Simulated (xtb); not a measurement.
HIn (SMILES [InH]), singlet, from a rough starting geometry (GFN-xTB shapes and energies of metal compounds can be far from the true ones); GFN2-xTB (xtb).

Input for xtb:
```
$ xtb mol.xyz --gfn 2 --opt vtight --json

# file mol.xyz
2

In     0.57383577     0.17061738    -0.87803811
H     -0.55661967    -0.15644193     0.77169237
```

Question: Predict the main parts of the log of this xtb run.

Answer: 
```
   ID    Z sym.   atoms
    1   49 In     1
    2    1 H      2

           -------------------------------------------------
          |                Calculation Setup                |
           -------------------------------------------------

           -------------------------------------------------
          |                 G F N 2 - x T B                 |
           -------------------------------------------------

          ...................................................
          :                      SETUP                      :
          :.................................................:
          :  # basis functions                  11          :
          :  # atomic orbitals                  10          :
          :  # shells                            4          :
          :  # electrons                         4          :
          :  max. iterations                   250          :
          :  Hamiltonian                  GFN2-xTB          :
          :  restarted?                      false          :
          :  GBSA solvation                  false          :
          :  PC potential                    false          :
          :  electronic temp.          300.0000000     K    :
          :  accuracy                    1.0000000          :
          :  -> integral cutoff          0.2500000E+02      :
          :  -> integral neglect         0.1000000E-07      :
          :  -> SCF convergence          0.1000000E-05 Eh   :
          :  -> wf. convergence          0.1000000E-03 e    :
          :  Broyden damping             0.4000000          :
          :  net charge                          0          :
          :  unpaired electrons                  0          :
          ...................................................

 iter      E             dE          RMSdq      gap      omega  full diag
   1     -1.7167679 -0.171677E+01  0.234E+01    5.75       0.0  T
   2     -1.7213549 -0.458701E-02  0.178E+01    4.82       1.0  T
   3     -1.7181032  0.325169E-02  0.437E+00    2.59       1.0  T
   4     -1.7232165 -0.511337E-02  0.283E+00    4.22       1.0  T
   5     -1.7237598 -0.543205E-03  0.412E-01    3.81       1.0  T
   6     -1.7237713 -0.115459E-04  0.179E-01    3.77       1.0  T
   7     -1.7237743 -0.297377E-05  0.133E-02    3.75       5.3  T
   8     -1.7237743 -0.140696E-07  0.620E-03    3.74      11.4  T
   9     -1.7237743 -0.353322E-08  0.380E-05    3.74    1861.1  T
  10     -1.7237743 -0.663913E-13  0.553E-06    3.74   12780.8  T

   *** convergence criteria satisfied after 10 iterations ***

         :::::::::::::::::::::::::::::::::::::::::::::::::::::
         ::                     SUMMARY                     ::
         :::::::::::::::::::::::::::::::::::::::::::::::::::::
         :: total energy              -1.723542268618 Eh    ::
         :: gradient norm              0.006082219333 Eh/a0 ::
         :: HOMO-LUMO gap              3.743802368592 eV    ::
         ::.................................................::
         :: SCC energy                -1.723774290679 Eh    ::
         :: -> isotropic ES            0.017520637993 Eh    ::
         :: -> anisotropic ES          0.010332209907 Eh    ::
         :: -> anisotropic XC          0.000738778652 Eh    ::
         :: -> dispersion             -0.001232068276 Eh    ::
         :: repulsion energy           0.000232022061 Eh    ::
         :: add. restraining           0.000000000000 Eh    ::
         :: total charge              -0.000000000000 e     ::
         :::::::::::::::::::::::::::::::::::::::::::::::::::::

      -----------------------------------------------------------
     |                   =====================                   |
     |                        A N C O P T                        |
     |                   =====================                   |
     |               Approximate Normal Coordinate               |
[...]
 * total energy  :    -1.7235423 Eh     change       -0.6661338E-15 Eh
 * total energy  :    -1.7234294 Eh     change        0.1128757E-03 Eh
 * total energy  :    -1.7237793 Eh     change       -0.3498758E-03 Eh
 * total energy  :    -1.7237832 Eh     change       -0.3929948E-05 Eh
 * total energy  :    -1.7237837 Eh     change       -0.4639622E-06 Eh
 * total energy  :    -1.7237837 Eh     change       -0.1221823E-09 Eh
   *** GEOMETRY OPTIMIZATION CONVERGED AFTER 6 ITERATIONS ***
[...]
         ::                     SUMMARY                     ::
         :::::::::::::::::::::::::::::::::::::::::::::::::::::
         :: total energy              -1.723783662783 Eh    ::
         :: gradient norm              0.000000023562 Eh/a0 ::
         :: HOMO-LUMO gap              3.874974652480 eV    ::
         ::.................................................::
         :: SCC energy                -1.724164201990 Eh    ::
         :: -> isotropic ES            0.015953983433 Eh    ::
         :: -> anisotropic ES          0.009536521465 Eh    ::
         :: -> anisotropic XC          0.000434520067 Eh    ::
         :: -> dispersion             -0.001106195812 Eh    ::
         :: repulsion energy           0.000380539207 Eh    ::
         :: add. restraining           0.000000000000 Eh    ::
         :: total charge               0.000000000000 e     ::
         :::::::::::::::::::::::::::::::::::::::::::::::::::::

           -------------------------------------------------
          |                Property Printout                |
           -------------------------------------------------

    * Orbital Energies and Occupations

         #    Occupation            Energy/Eh            Energy/eV
      -------------------------------------------------------------
         1        2.0000           -0.5165255             -14.0554
         2        2.0000           -0.3303434              -8.9891 (HOMO)
         3                         -0.1879407              -5.1141 (LUMO)
         4                         -0.1879407              -5.1141
         5                         -0.1224300              -3.3315
         6                         -0.0578338              -1.5737
         7                         -0.0578338              -1.5737
         8                         -0.0368190              -1.0019
         9                         -0.0368190              -1.0019
        10                          0.4054186              11.0320
      -------------------------------------------------------------
                  HL-Gap            0.1424027 Eh            3.8750 eV
             Fermi-level           -0.2591421 Eh           -7.0516 eV

     #   Z          covCN         q      C6AA      α(0)
     1  49 In       0.728     0.391   523.931    60.077
     2   1 H        0.728    -0.391    49.317    11.113

 Mol. C6AA /au·bohr⁶  :        866.484258
 Mol. C8AA /au·bohr⁸  :      90470.747182
 Mol. α(0) /au        :         71.190245

Wiberg/Mayer (AO) data.
largest (>0.10) Wiberg bond orders for each atom

 ---------------------------------------------------------------------------
     #   Z sym  total        # sym  WBO       # sym  WBO       # sym  WBO
 ---------------------------------------------------------------------------
     1  49 In   0.847 --     2 H    0.847
     2   1 H    0.847 --     1 In   0.847
 ---------------------------------------------------------------------------

Topologies differ in total number of bonds
Writing topology from bond orders to xtbtopo.mol

molecular dipole:
                 x           y           z       tot (Debye)
 q only:        0.813       0.235      -1.186
   full:        0.968       0.280      -1.412       4.409
molecular quadrupole (traceless):
                xx          xy          yy          xz          yz          zz
 q only:       -0.096       0.022      -0.126      -0.151      -0.059       0.222
  q+dip:       -0.157       0.201      -0.747      -1.062      -0.326       0.904
   full:       -0.017      -0.368       1.195       1.808       0.505      -1.178

optimized geometry written to: xtbopt.xyz

           -------------------------------------------------
          | TOTAL ENERGY               -1.723783662783 Eh   |
          | GRADIENT NORM               0.000000023562 Eh/α |
          | HOMO-LUMO GAP               3.874974652480 eV   |
           -------------------------------------------------

normal termination of xtb
```
